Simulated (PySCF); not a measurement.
C4H5OP3.
Z-matrix (Å and degrees, PBE0-D3(BJ)/def2-SVP geometry), rows numbered from 1:
```
C 
O   1  1.4067
C   2  1.3451  1  120.21
P   3  1.7706  2  108.99  1   179.65
C   4  1.7183  3  105.76  2  -179.92
P   5  1.7371  4  136.19  3    -0.23
C   6  1.7241  5  104.02  4     0.32
P   7  1.7310  6  136.47  5     0.01
H   1  1.1040  2  111.25  3    60.09
H   1  1.1041  2  111.23  3   -60.85
H   1  1.0971  2  106.38  3   179.63
H   5  1.0997  4  111.13  3   179.96
H   7  1.0992  6  112.85  5   179.89
```

Theory: TDDFT CAM-B3LYP/def2-SVPD, vertical, gas phase, core orbitals frozen in the response in PySCF 2.14.0, density-fitted response routines.

Frontier orbitals with the atoms that hold most of them (Löwdin shares over 4%, at most four atoms; ? is withheld):

```json
{"orbital": "LUMO+2", "ε (eV)": "1.30", "atoms": "C1 22%, P8 14%, H10 9%, H9 9%"}
{"orbital": "LUMO+1", "ε (eV)": "-1.06", "atoms": "P6 24%, C3 20%, C5 15%, P8 13%"}
{"orbital": "LUMO", "ε (eV)": "-1.42", "atoms": "?"}
{"orbital": "HOMO", "ε (eV)": "?", "atoms": "?"}
{"orbital": "HOMO-1", "ε (eV)": "-8.64", "atoms": "P8 38%, P4 23%, C3 12%, C7 8%"}
{"orbital": "HOMO-2", "ε (eV)": "-8.75", "atoms": "P6 46%, P4 22%, C5 11%, C7 8%"}
{"orbital": "HOMO-3", "ε (eV)": "-8.76", "atoms": "C5 25%, C7 21%, P8 18%, P4 17%"}
```

(1) Which atoms hold the LUMO, and with what shares?

(2) Give the leading atoms of the HOMO.

(3) What is the HOMO energy, and the HOMO–LUMO gap?

Results:

(1) P4 (bonded to 2 C) 25%; C7 (bonded to 2 P and H) 19%; C5 (bonded to 2 P and H) 17%; P8 (bonded to 2 C) 16%. By element: phosphorus 41% or more, carbon 35% or more.

(2) O2 (bonded to 2 C) 19%; C3 (bonded to O and 2 P) 17%; P6 (bonded to 2 C) 17%; P8 (bonded to 2 C) 12%. By element: phosphorus 30% or more, oxygen 19%, carbon 17% or more.

(3) ε(HOMO) = -7.74 eV; the gap is 6.32 eV (0.2321 hartree).

Q: How does S1 compare with the orbital gap of 6.32 eV?

A: S1 is at 3.48 eV (f = 0.042), 2.84 eV below the gap, made of HOMO→LUMO (84%), HOMO-3→LUMO+1 (12%). 

Q: Give energy, strength and leading configuration of S1, S2, S4 and S5, and follow the Löwdin shares of the leading atoms from the occupied to the empty orbital.

A: 
- S1 (3.48 eV, f 0.042), HOMO→LUMO (84%): O2 19% → at most 17%, C3 17% → at most 17%, P4 at most 13% → 25%, C7 at most 13% → 19%
- S2 (3.90 eV, f 0.012), HOMO-1→LUMO (94%): P8 38% → 16%, P4 23% → 25%, C7 8% → 19%
- S4 (4.10 eV, f 0.086), HOMO→LUMO+1 (79%): O2 19% → at most 13%, C3 17% → 20%, P6 17% → 24%
- S5 (4.24 eV, f 0.0006), HOMO-1→LUMO+1 (91%): P8 38% → 13%, P4 23% → at most 13%, P6 at most 8% → 24%, C3 12% → 20%

Löwdin shares depend on the basis, the more so with diffuse functions.

Time: 8.6 min (grids of density and orbitals included); peak memory 1.0 GiB. Hardware: an Arm Neoverse N1 with one thread, shared host with 64 logical CPUs at a one-minute load of 33.

One conformer stands for the species.
